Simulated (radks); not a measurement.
Problem. All-electron atom: the terbium ion Tb3+ in [Xe] 4f8. Calculated with a radial shooting solver on a logarithmic mesh with Libxc functionals: Dirac Kohn-Sham, LDA (Slater exchange, Perdew-Wang correlation), spin-unpolarised, spherical densities, finite nucleus; open shells are shared between the two j in proportion to 2j + 1; Fermi nuclear charge, rms radius 5.06 fm.

Spin-orbit splittings of the eigenvalues, e(l+1/2) - e(l-1/2), with zeta = 2 splitting/(2l+1) and mean radii in bohr:

shell  occ.  splitting (eV)  zeta (eV)  <r> j=l-1/2  <r> j=l+1/2
2p        6           745.6      497.1      0.07592      0.08287
3p        6               ?          ?       0.2288       0.2420
3d       10           33.59      13.44       0.2142       0.2183
4p        6           34.55      23.03       0.5521       0.5824
4d       10           6.263      2.505       0.6157       0.6264
4f        8          0.8548     0.2442       0.8210       0.8324
5p        6           4.897      3.264        1.442        1.531

Estimate the 3p splitting.

Solution. 153.8 eV (zeta = 102.6 eV).
